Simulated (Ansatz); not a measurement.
Isomers of Li7Al3⁺ (doublet), relaxed with PBE0-D4/def2-SVP; total energies from Ansatz at PBE0-D4/def2-TZVP.

```
isomer                                                                    description  energy (Eh)
     A                    point group Cs; 12 × Al–Li 2.57 to 2.84 Å; 1 × Al–Al 2.46 Å   -779.39370
     B  point group not assigned; 14 × Al–Li 2.62 to 2.95 Å; 2 × Al–Al 2.51 to 2.57 Å   -779.40245
     C  point group not assigned; 14 × Al–Li 2.62 to 2.98 Å; 2 × Al–Al 2.51 to 2.57 Å   -779.40203
     D            point group C2; 14 × Al–Li 2.58 to 2.98 Å; 3 × Al–Al 2.66 to 2.70 Å   -779.41127
```

The isomers come from a short search, and lower ones may exist.

Work out the relative energies (1 Eh = 2625.5 kJ/mol) and the Boltzmann populations at 500 K from electronic energies alone (R = 8.314 J/mol/K).

ΔE: A 46.1, B 23.2, C 24.3, D 0.0 kJ/mol. RT = 4.16 kJ/mol. Factors exp(−ΔE/RT): A 1.54e-05, B 0.00378, C 0.0029, D 1; sum 1.007. Populations: A 0.0 %, B 0.4 %, C 0.3 %, D 99.3 %. Zero-point energy, vibrational entropy and symmetry numbers are left out and can shift these; an error of 4 kJ/mol changes a ratio by a factor of 2.6. Over the other density-functional and correlated levels in def2 sets, the gap between D and B ranges from 18 to 50 kJ/mol.
